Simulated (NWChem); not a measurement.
Species: CH$_{4}$OPbS, singlet; SMILES [Pb]([O]C)[SH]

```xyz
8

Pb     0.5581    -0.1316     0.0060
O     -0.2278     1.8141     0.0068
C     -1.5590     2.2130     0.0001
H     -1.7145     3.0180    -0.7438
H     -2.2708     1.3991    -0.2462
H     -1.8616     2.6209     0.9848
S     -1.7116    -1.3255    -0.0183
H     -1.1125    -2.5370    -0.0798
```
Atoms are numbered in this order, from 1.

Level: PBE0/def2-SVP with def2 effective core potentials on Pb (NWChem), optimised geometry, unscaled harmonic frequencies. Low-valent species are run as closed-shell singlets; no triplet was tried in these runs. def2 effective core potentials on Pb; no spin-orbit coupling.

Task: List the harmonic frequencies with IR intensities, and the thermochemistry.

Result: 
```csv
frequency (cm⁻¹),IR intensity (km/mol)
37,0.4
106,2.2
128,18.9
236,4.6
255,11.7
300,36.7
480,67.3
594,23.2
1153,178.9
1166,1.3
1186,21.8
1463,0.7
1465,31.0
1471,19.8
2706,2.5
2976,104.2
3051,51.6
3063,49.8
```

The zero-point energy is 31.2 kcal/mol and the thermal correction to the enthalpy at 298.15 K (with zero-point energy) is 36.2 kcal/mol. The heat capacity Cv is 20.3 cal/(mol K) and the entropy at 298.15 K and 1 atm (symmetry number 1) is 88.7 cal/(mol K).

Rigid rotor and harmonic oscillator; modes under 100 cm⁻¹ make the entropy uncertain.
